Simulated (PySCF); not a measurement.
Cd(OH)(SeH) (CdH₂OSe), SMILES [OH][Cd][SeH]. Coordinates come from a B3LYP-D3(BJ)/def2-TZVP optimisation. The def2 effective core potentials stand for the cores of Cd; spin–orbit coupling is left out. Other conformers were not sampled.

Computed equilibrium geometry at B3LYP-D3(BJ)/def2-TZVP (PySCF confirms it by a frequency run) as a Z-matrix (one conformer of several):
```
Cd
O 1 1.9889
H 2 0.9631 1 112.87
Se 1 2.4613 3 163.10 2 -177.73
H 4 1.4732 1 91.52 3 -92.19
```
